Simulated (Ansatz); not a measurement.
`CCB(O)CC` + silanol → `CCB(O)O[SiH3]` + ethane  (ligand exchange at a B–C bond)

Program: Ansatz. Geometries: PBE0-D4/def2-TZVP. ΔE: electronic, gas phase. CCSD(T)/CBS adds triple-zeta CCSD(T) − MP2 to the extrapolated MP2 energy (def2 sets, frozen cores). This one scheme is used for every species. Functionals use def2-TZVPP. Each species was taken in one conformer, which may not be the lowest.

`CCB(O)CC`:

Z-matrix (Å, degrees):
```
C
C 1 1.525
H 1 1.093 2 111.7
H 1 1.093 2 111.7 3 -120.2
H 1 1.093 2 111.4 3 119.8
B 2 1.573 1 116.8 3 174.0
H 2 1.095 1 110.8 3 -59.2
H 2 1.102 1 108.8 3 55.6
C 6 1.581 2 123.9 1 -33.2
O 6 1.365 2 116.0 1 147.0
C 9 1.534 6 111.1 2 91.5
H 9 1.098 6 110.6 2 -147.3
H 9 1.095 6 110.8 2 -29.8
H 10 0.961 6 113.0 2 176.2
H 11 1.094 9 111.5 6 59.2
H 11 1.093 9 111.5 6 179.3
H 11 1.092 9 111.4 6 -60.6
```

`O[SiH3]`:

```xyz
6

O    -0.069    0.063   -1.278
Si   -0.100   -0.137    0.357
H     0.540    0.708   -1.639
H     1.222   -0.577    0.882
H    -1.118   -1.179    0.620
H    -0.474    1.123    1.057
```

`CCB(O)O[SiH3]`:

Z-matrix (Å, degrees):
```
C
C 1 1.523
H 1 1.092 2 111.1
H 1 1.093 2 111.7 3 -120.5
H 1 1.092 2 111.1 3 118.9
B 2 1.572 1 115.8 3 -59.5
H 2 1.099 1 110.2 3 177.8
H 2 1.099 1 110.2 3 63.4
O 6 1.375 2 122.3 1 179.9
O 6 1.360 2 120.0 1 -0.1
Si 9 1.646 6 132.7 2 -0.2
H 10 0.962 6 111.8 2 -180.0
H 11 1.486 9 110.6 6 -60.2
H 11 1.481 9 107.1 6 -179.7
H 11 1.486 9 110.6 6 60.8
```

`CC`:

Cartesian coordinates in Å:
```
C -0.273 0.691 -0.155
C 0.273 -0.691 0.155
H -1.202 0.634 -0.728
H -0.487 1.249 0.760
H 0.438 1.280 -0.739
H 1.202 -0.634 0.728
H 0.487 -1.249 -0.760
H -0.438 -1.280 0.739
```

```tsv
species	PBE-D4 energy (Eh)
`CCB(O)CC`	-258.94491
`O[SiH3]`	-366.95854
`CCB(O)O[SiH3]`	-546.22094
`CC`	-79.73541
```

Work out ΔE.

ΔE = (-546.22094) + (-79.73541) − (-258.94491) − (-366.95854) = -0.05290 Eh = -138.9 kJ/mol. CCSD(T)/CBS gives -144.1 kJ/mol.

Largest T1 diagnostic among the species: 0.012.

From PBE to PBE0 (25 % exact exchange), in def2-TZVPP and without D4, ΔE moves by −3.9 kJ/mol. In def2-TZVPP, CCSD(T) changes the Hartree–Fock value by +19.4 kJ/mol (the triples alone add +2.0 kJ/mol) and MP2 by +20.6 kJ/mol.
